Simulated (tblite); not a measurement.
C₄H₁₀AsOSi (doublet state).
Bonds: C1–As2, As2–Si3, Si3–C4, C4–C5, C5–C6, C6–O7, Si3–O7. Hydrogens: H8, H9, H10 on C1; H11 on As2; H12, H13 on C4; H14, H15 on C5; H16, H17 on C6.

Computed with GFN2-xTB (tblite), gas phase: L-BFGS steps from a force-field or distance-geometry start until the largest atomic force falls under 0.01 eV/Å.

Step 89: E = -593.9050 eV
```
atom  x, y, z in Å  |  force x, y, z in eV/Å
C1      3.1927    0.2540    0.5787    0.068   0.028   0.008
As2     1.9066   -1.2129    0.2776   -0.008  -0.014  -0.005
Si3     0.1934    0.1597   -0.6053   -0.021  -0.010  -0.013
C4     -1.5357   -0.6988   -0.7239    0.033   0.001   0.000
C5     -2.1182   -0.3525    0.6397   -0.004   0.058  -0.001
C6     -1.6219    1.0524    0.9656    0.024   0.050   0.005
O7     -0.2553    1.1106    0.6789   -0.018   0.028  -0.040
H8      3.3731    0.3673    1.6496   -0.006  -0.028  -0.068
H9      2.8100    1.1994    0.1990    0.035  -0.010  -0.008
H10     4.1445    0.0343    0.0946   -0.026   0.008   0.069
H11     2.3570   -1.5278   -1.1279    0.039   0.009   0.005
H12    -2.1410   -0.2801   -1.5270   -0.049   0.033   0.033
H13    -1.4812   -1.7741   -0.8823    0.003  -0.058   0.006
H14    -3.2066   -0.3922    0.6716   -0.031  -0.034  -0.020
H15    -1.7159   -1.0416    1.3884   -0.028   0.016   0.006
H16    -2.1451    1.7932    0.3462   -0.009  -0.020   0.014
H17    -1.7635    1.3213    2.0161    0.000  -0.056   0.008
```

Step 90: E = -593.9065 eV
```
atom  x, y, z in Å  |  force x, y, z in eV/Å
C1      3.1758    0.2524    0.5869    0.090   0.039   0.000
As2     1.9071   -1.2204    0.2523   -0.018  -0.020   0.003
Si3     0.1916    0.1538   -0.6216   -0.043  -0.009   0.001
C4     -1.5403   -0.7029   -0.7226    0.056   0.014  -0.004
C5     -2.1084   -0.3527    0.6458   -0.007   0.085   0.008
C6     -1.6093    1.0532    0.9637    0.043   0.070  -0.008
O7     -0.2447    1.1109    0.6631   -0.048   0.019  -0.054
H8      3.3182    0.3744    1.6628   -0.012  -0.024  -0.076
H9      2.8066    1.1938    0.1842    0.032  -0.015   0.005
H10     4.1454    0.0316    0.1396   -0.027   0.002   0.068
H11     2.3684   -1.5097   -1.1548    0.051   0.009   0.002
H12    -2.1490   -0.2839   -1.5227   -0.068   0.043   0.041
H13    -1.4924   -1.7782   -0.8801    0.015  -0.068   0.010
H14    -3.1959   -0.3894    0.6893   -0.055  -0.045  -0.022
H15    -1.7001   -1.0404    1.3921   -0.021   0.009   0.012
H16    -2.1410    1.7913    0.3469    0.016  -0.031   0.023
H17    -1.7390    1.3284    2.0147   -0.005  -0.077  -0.007
```

Q: Estimate the geometry and energy of step 91. (The exact step hangs on the optimiser's Hessian estimate; all steps are aligned on step 90, rigid shifts and turns removed.)

A: E = -593.9100 eV, largest force 0.133 eV/Å
```
atom  x, y, z in Å  |  force x, y, z in eV/Å
C1      3.1440    0.2477    0.6032    0.102   0.058  -0.036
As2     1.9061   -1.2322    0.2020   -0.021  -0.018   0.011
Si3     0.1866    0.1463   -0.6567   -0.077  -0.010   0.028
C4     -1.5486   -0.7108   -0.7201    0.080   0.038  -0.008
C5     -2.0885   -0.3521    0.6576   -0.014   0.106   0.019
C6     -1.5858    1.0563    0.9601    0.068   0.086  -0.042
O7     -0.2271    1.1174    0.6269   -0.108   0.000  -0.078
H8      3.2111    0.3839    1.6841   -0.031   0.001  -0.066
H9      2.8078    1.1823    0.1553    0.029  -0.038   0.046
H10     4.1440    0.0224    0.2322   -0.012  -0.020   0.048
H11     2.3949   -1.4722   -1.2046    0.059   0.009  -0.002
H12    -2.1680   -0.2937   -1.5128   -0.084   0.053   0.056
H13    -1.5110   -1.7874   -0.8741    0.036  -0.057   0.020
H14    -3.1739   -0.3857    0.7233   -0.094  -0.056  -0.025
H15    -1.6689   -1.0370    1.3987    0.004  -0.010   0.029
H16    -2.1404    1.7866    0.3516    0.077  -0.033   0.042
H17    -1.6891    1.3404    2.0129   -0.014  -0.110  -0.045
```

The energy changes by -0.0035 eV. The first-order estimate −F·Δx gives -0.0047 eV and the mean of the old and new forces, exact on a quadratic surface, -0.0033 eV. The step makes an angle of 85° with the force vector and moves no atom by more than 0.110 Å.

The cost below is that of the whole relaxation. On one thread of an Arm Neoverse V1, no GPU, on a shared host, this took 1.2 s wall.
